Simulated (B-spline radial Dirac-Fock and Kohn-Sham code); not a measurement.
X-ray scattering factor of Rh¹⁶⁺

System: the Rh¹⁶⁺ ion, [Ar] 3d10 4s1.

Level of theory: Dirac-Fock orbitals of the configuration average with a finite nucleus; a B-spline atomic structure program. f₀ is the Fourier transform of the spherical electron density, S the Waller-Hartree incoherent function, and s = sin θ/λ.

```tsv
s (Å⁻¹)	f₀	S
0	29.000	0.000
0.05	28.929	0.077
0.1	28.717	0.301
0.15	28.370	0.656
0.2	27.899	1.120
0.25	27.315	1.665
0.3	26.634	2.267
0.35	25.870	2.907
0.4	25.041	3.569
0.45	24.161	4.245
0.5	23.246	4.930
0.6	21.359	6.316
0.7	19.470	7.707
0.8	17.641	9.073
0.9	15.918	10.381
1	14.328	11.611
1.1	12.890	12.752
1.2	11.613	13.806
1.4	9.538	15.678
1.6	8.040	17.274
1.8	6.997	18.630
2	6.273	19.784
2.5	5.157	22.003
3	4.342	23.587
3.5	3.592	24.754
4	2.933	25.613
5	2.004	26.699
6	1.515	27.313
```

f₀ starts at the number of electrons, 29, and has fallen to half at s ≈ 0.99 Å⁻¹. The sum of ⟨r²⟩ over the electrons is 3.881 bohr².

Values without a named source are computed, but for edge energies of neutral atoms, which are taken from tables.
